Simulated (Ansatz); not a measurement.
ZrCl2F2⁻, that is ZrF2Cl2 with one electron more. The state is a doublet with charge -1. Geometry r2SCAN-D4/def2-SVP, that of the neutral singlet.

```xyz
5

Zr   -0.082    0.036   -0.009
F    -1.159    0.697    1.396
F    -1.020    0.267   -1.633
Cl    0.336   -2.243    0.334
Cl    1.924    1.243   -0.088
```

In the def2 sets Zr takes a core potential; there is no spin–orbit coupling. At PBE-D4/def2-TZVPD, r2SCAN-D4/def2-TZVPD, PBE0-D4/def2-TZVPD the highest occupied level of the charge -1 doublet lies above zero (up to 2.68 eV). By energy differences its removal costs 0.15 eV (vertical, to the charge 0 singlet, at r2SCAN-D4/def2-TZVPD); a positive level beside a positive removal energy at the same level points to self-interaction error. At PBE-D4/def2-TZVPD the gap within one spin of the charge -1 doublet nearly closes, so an electron or hole may be smeared out by delocalisation error.

(1) Estimate the α-spin orbital energies around the gap (eV) in Ansatz with PBE-D4/def2-TZVPD, r2SCAN-D4/def2-TZVPD, PBE0-D4/def2-TZVPD.

Answers

(1) 
```csv
orbital,PBE-D4/def2-TZVPD,r2SCAN-D4/def2-TZVPD,PBE0-D4/def2-TZVPD
HOMO−5,-4.11,-4.04,-5.14
HOMO−4,-3.75,-3.78,-4.90
HOMO−3,-3.53,-3.54,-4.58
HOMO−2,-3.53,-3.54,-4.58
HOMO−1,-3.28,-3.29,-4.38
HOMO,2.40,2.68,1.64
LUMO,2.49,3.21,3.21
LUMO+1,2.67,3.35,3.65
LUMO+2,3.02,3.76,3.94
LUMO+3,3.29,4.02,4.14
LUMO+4,3.29,4.06,4.19
LUMO+5,3.47,4.19,4.44
β HOMO,-3.20,-3.17,-4.20
β LUMO,2.68,3.36,3.29
```
